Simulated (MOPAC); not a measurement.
Input for MOPAC: PM6 on CH4OPb (SMILES C[O][PbH]), a point of a bond scan (R = 1.206 Å).

```
PM6 1SCF PRECISE CHARGE=0 THREADS=1
CH4OPb

Pb    -0.18088400 1    -0.24647814 1     0.34040536 1
H     -1.22799667 1    -0.74183773 1    -1.13818280 1
O      1.00528976 1     1.06933301 1    -0.77910563 1
C      0.89711151 1     1.34866124 1    -2.15568911 1
H      0.69187354 1     2.52542726 1    -2.32140295 1
H      1.83700100 1     1.10003060 1    -2.66238683 1
H      0.08796474 1     0.78793494 1    -2.63935184 1
```

The log:

```
*******************************************************************************
 **                                                                           **
 **                              MOPAC v23.2.5                                **
 **                                                                           **
 *******************************************************************************
 ** MOPAC's Digital Object Identifier: https://doi.org/10.5281/zenodo.6511958 **
 **                                                                           **
 ** Please cite the open-source release paper for use of this MOPAC version:  **
 ** J. E. Moussa and J. J. P. Stewart (2026)                                  **
 ** MOPAC: An open-source semiempirical molecular orbital program             **
 ** J. Open Source Softw., 11(119), 8025, https://doi.org/10.21105/joss.08025 **
 *******************************************************************************

                              PM6 CALCULATION RESULTS

 *******************************************************************************
 *  PM6        - The PM6 Hamiltonian to be used
 *
 *
 *
 *                 CHARGE ON SYSTEM = 0
 *
 *
 *
 *  PRECISE    - TIGHTER CRITERIA TO BE USED
 *  1SCF       - DO 1 SCF AND THEN STOP
 *  THREADS=1  - MULTI-THREADING NOT USED
 *  T=         - A TIME OF 172800.0 SECONDS REQUESTED
 *  DUMP=N     - RESTART FILE WRITTEN EVERY 7200.0 SECONDS REQUESTED
 *******************************************************************************
PM6 1SCF PRECISE CHARGE=0 THREADS=1
 CH4OPb

   ATOM   CHEMICAL          X               Y               Z
  NUMBER   SYMBOL      (ANGSTROMS)     (ANGSTROMS)     (ANGSTROMS)

     1      Pb         -0.18088400  *  -0.24647814  *   0.34040536  *
     2       H         -1.22799667  *  -0.74183773  *  -1.13818280  *
     3       O          1.00528976  *   1.06933301  *  -0.77910563  *
     4       C          0.89711151  *   1.34866124  *  -2.15568911  *
     5       H          0.69187354  *   2.52542726  *  -2.32140295  *
     6       H          1.83700100  *   1.10003060  *  -2.66238683  *
     7       H          0.08796474  *   0.78793494  *  -2.63935184  *



          CARTESIAN COORDINATES

    NO.       ATOM           X           Y           Z

     1        Pb         -0.1809     -0.2465      0.3404
     2         H         -1.2280     -0.7418     -1.1382
     3         O          1.0053      1.0693     -0.7791
     4         C          0.8971      1.3487     -2.1557
     5         H          0.6919      2.5254     -2.3214
     6         H          1.8370      1.1000     -2.6624
     7         H          0.0880      0.7879     -2.6394

 General Reference for PM6:
 "Optimization of Parameters for Semiempirical Methods V: Modification of NDDO Approximations
 and Application to 70 Elements", J. J. P. Stewart, J. Mol. Mod., 13, 1173-1213 (2007)
 URL: https://link.springer.com/article/10.1007/s00894-007-0233-4

           Empirical Formula: C H4 O Pb  =     7 atoms



      MOLECULAR POINT GROUP   :   Cs


      RHF CALCULATION, NO. OF DOUBLY OCCUPIED LEVELS = 9


 -------------------------------------------------------------------------------
 PM6 1SCF PRECISE CHARGE=0 THREADS=1
 CH4OPb



     1SCF WAS SPECIFIED, SO BFGS WAS NOT USED
     SCF FIELD WAS ACHIEVED


                              PM6 CALCULATION
                                                       MOPAC v23.2.5 Linux




          FINAL HEAT OF FORMATION =          8.45318 KCAL/MOL =      35.36809 KJ/MOL


          COSMO AREA              =        109.44 SQUARE ANGSTROMS
          COSMO VOLUME            =         94.59 CUBIC ANGSTROMS

          IONIZATION POTENTIAL    =          9.178100 EV
          HOMO LUMO ENERGIES (EV) =         -9.178 -1.806
          NO. OF FILLED LEVELS    =          9
          MOLECULAR WEIGHT        =        239.2420         POINT GROUP:  Cs

          MOLECULAR DIMENSIONS (Angstroms)

            Atom       Atom       Distance
            H     5    H     2     3.97000
           Pb     1    H     7     2.55471
            H     2    H     6     1.75756


          SCF CALCULATIONS        =          1





   ATOM   CHEMICAL          X               Y               Z
  NUMBER   SYMBOL      (ANGSTROMS)     (ANGSTROMS)     (ANGSTROMS)

     1      Pb         -0.18088400  *  -0.24647814  *   0.34040536  *
     2       H         -1.22799667  *  -0.74183773  *  -1.13818280  *
     3       O          1.00528976  *   1.06933301  *  -0.77910563  *
     4       C          0.89711151  *   1.34866124  *  -2.15568911  *
     5       H          0.69187354  *   2.52542726  *  -2.32140295  *
     6       H          1.83700100  *   1.10003060  *  -2.66238683  *
     7       H          0.08796474  *   0.78793494  *  -2.63935184  *

                             CARTESIAN COORDINATES

   1   Pb       -0.180884000    -0.246478140     0.340405360
   2    H       -1.227996670    -0.741837730    -1.138182800
   3    O        1.005289760     1.069333010    -0.779105630
   4    C        0.897111510     1.348661240    -2.155689110
   5    H        0.691873540     2.525427260    -2.321402950
   6    H        1.837001000     1.100030600    -2.662386830
   7    H        0.087964740     0.787934940    -2.639351840


           Empirical Formula: C H4 O Pb  =     7 atoms



      MOLECULAR POINT GROUP   :   Cs


                  EIGENVALUES
 -27.72067 -22.92800 -19.02874 -14.74334 -14.49767 -14.33253 -10.01172  -9.94346
  -9.17810  -1.80554  -0.32356   1.87524   4.34404   5.33388   5.90230   6.29223


              NET ATOMIC CHARGES AND DIPOLE CONTRIBUTIONS

  ATOM NO.   TYPE          CHARGE      No. of ELECS.   s-Pop       p-Pop
    1         Pb           0.521037        3.4790     1.89097     1.58799
    2          H          -0.028588        1.0286     1.02859
    3          O          -0.730174        6.7302     1.71798     5.01220
    4          C          -0.097620        4.0976     1.08749     3.01013
    5          H           0.121850        0.8781     0.87815
    6          H           0.114680        0.8853     0.88532
    7          H           0.098816        0.9012     0.90118
 DIPOLE           X         Y         Z       TOTAL
 POINT-CHG.    -2.772    -2.440     0.674     3.754
 HYBRID         0.168     0.720    -2.273     2.390
 SUM           -2.604    -1.720    -1.599     3.506


          ATOMIC ORBITAL ELECTRON POPULATIONS

     Atom    s        px        py        pz
    1 Pb   1.89097   0.41574   0.26568   0.90657
    2  H   1.02859
    3  O   1.71798   1.86052   1.81190   1.33978
    4  C   1.08749   1.11070   1.10271   0.79672
    5  H   0.87815
    6  H   0.88532
    7  H   0.90118

 **********************
 *                    *
 * JOB ENDED NORMALLY *
 *                    *
 **********************




 == MOPAC DONE ==
```

The run finished.

Cost: very roughly 0.04 core-seconds.
